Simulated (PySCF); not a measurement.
# Adding and removing an electron: SiSn

UHF-CCSD(T); basis Si def2-SVPD, Sn def2-SVPD with ECP28; scalar-relativistic core potentials; PySCF 2.14. Neutral (UHF): triplet (π ↑↑), Re = 2.547 Å, ωe = 339 cm⁻¹, De = 2.29 eV.

SiSn⁺ (UHF): quartet (σ ↑, π ↑↑), Re = 2.574 Å, ωe = 304 cm⁻¹, De = 2.36 eV to Si + Sn⁺. The energies at the minima are -502.31763 hartree for SiSn and -502.05709 for SiSn⁺.

Task: Work out the adiabatic ionisation energy, without and with harmonic zero-point energies (1 hartree = 27.2114 eV, 1 eV = 8065.5 cm⁻¹), and the change of the bond length.

Result: At UHF-CCSD(T): 0.26054 hartree = 7.090 eV between the minima; the zero-point term (304.0 − 339.0)/2 cm⁻¹ = -0.002 eV makes it 7.087 eV. Re changes by +2.7 pm against the neutral. The electron leaves a σ orbital, and the longer bond of the ion fits a bonding orbital, or a change in how ionic the bond is.

Correlated steps freeze 9 core orbitals. Correlated levels converge slowly with the basis: in double zeta they bind strong bonds too weakly, by up to about 1 eV, and carry superposition errors of some tenths. These are scalar-relativistic numbers at best; spin–orbit coupling would shift them, the dissociation energy most. For an ion De counts to the pair picked by the measured ionisation energies or electron affinities, which need not be the lowest pair at this level. States were picked by a PBE0 search and need not be the measured ground states.
